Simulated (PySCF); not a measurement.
**Electron correlation in Zn¹⁹⁺ (zinc, charge +19)**

[Ne] 3s1, 2S determinant. All numbers are calculated (PySCF 2.14, the spin-free X2C one-electron Hamiltonian (Gaussian nucleus), in an uncontracted even-tempered set (18 s from 1.7 bohr⁻², ratio 2.5; 11 p from 2.2 bohr⁻², ratio 2.5; 5 d from 8.7 bohr⁻², ratio 2.7; 4 f from 13 bohr⁻², ratio 2.7)). Frozen: 1s2; 9 electrons correlated; the 19 highest virtual orbitals of each spin left out.

```json
{"level": "CCSD", "correlation energy (mhartree)": "-318.50"}
{"level": "(T)", "correlation energy (mhartree)": "-0.33"}
{"level": "CCSD(T)", "correlation energy (mhartree)": "-318.83"}
```

Diagnostics: T1 = 0.00027, D1 = 0.0010, largest double amplitude 0.004.

Cost of the coupled-cluster step: of the order of 30 core-seconds, for 9 correlated electrons.

Iterations:

```
CC2 = 0
CCSD nocc = (np.int64(5), np.int64(4)), nmo = (84, 84)
frozen orbitals [[0, 85, 86, 87, 88, 89, 90, 91, 92, 93, 94, 95, 96, 97, 98, 99, 100, 101, 102, 103], [0, 85, 86, 87, 88, 89, 90, 91, 92, 93, 94, 95, 96, 97, 98, 99, 100, 101, 102, 103]]
max_cycle = 100
direct = 0
conv_tol = 1e-08
conv_tol_normt = 1e-06
diis_space = 8
diis_start_cycle = 0
Init t2, MP2 energy = -0.315987414285161
Init E_corr(UCCSD) = -0.315987414285169
cycle = 1  E_corr(UCCSD) = -0.318331203086191  dE = -0.0023437888  norm(t1,t2) = 0.00144824
cycle = 2  E_corr(UCCSD) = -0.318492540986933  dE = -0.000161337901  norm(t1,t2) = 0.000116187
cycle = 3  E_corr(UCCSD) = -0.318500453592542  dE = -7.91260561e-06  norm(t1,t2) = 1.18178e-05
cycle = 4  E_corr(UCCSD) = -0.318500313253918  dE = 1.40338624e-07  norm(t1,t2) = 1.47333e-07
cycle = 5  E_corr(UCCSD) = -0.318500308764402  dE = 4.48951604e-09  norm(t1,t2) = 7.6055e-09
UCCSD converged
E(UCCSD) = -1595.682264565347  E_corr = -0.3185003087644022
UCCSD(T) correction = -0.000331107673001088
```
